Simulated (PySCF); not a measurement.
A species of formula C3H3F3O has this rotational fingerprint, computed with CAM-B3LYP/def2-SVPD in PySCF (dipole) on a GFN2-xTB geometry, gas phase:

- Rotational constants: A = 3670, B = 2455, C = 2004 MHz
- Dipole components: |μa| = 1.31 D, |μb| = 2.55 D, |μc| = 0.00 D
- Inertial defect: -91.29 u·Å²
- κ: -0.46

Question: Which structure is it? (One computed conformer of each.)
A. `CC(=O)C(F)(F)F` (CF3C(O)CH3)
B. `[CH2:1]=[CH:2][O:3][C:4]([F:5])([F:6])[F:7]` with C1–C2–O3–C4 0°

Answer: A. It is CC(=O)C(F)(F)F, an asymmetric top, point group Cs. The candidates at the same level (rigid rotor, commonest isotopes):

```csv
SMILES,A (MHz),B (MHz),C (MHz),μa (D),μb (D),μc (D),Δ (u·Å²),point group,rotor
C=COC(F)(F)F,4929,2179,2043,2.36,0.24,0.00,-87.04,Cs,near-prolate asymmetric top
CC(=O)C(F)(F)F,3670,2455,2004,1.31,2.55,0.00,-91.29,Cs,asymmetric top
```

`C=COC(F)(F)F` has A 34 % too high. In the right answer the mirror of this Cs structure is the ab plane, so μc vanishes by symmetry. No structure here is proved a minimum.
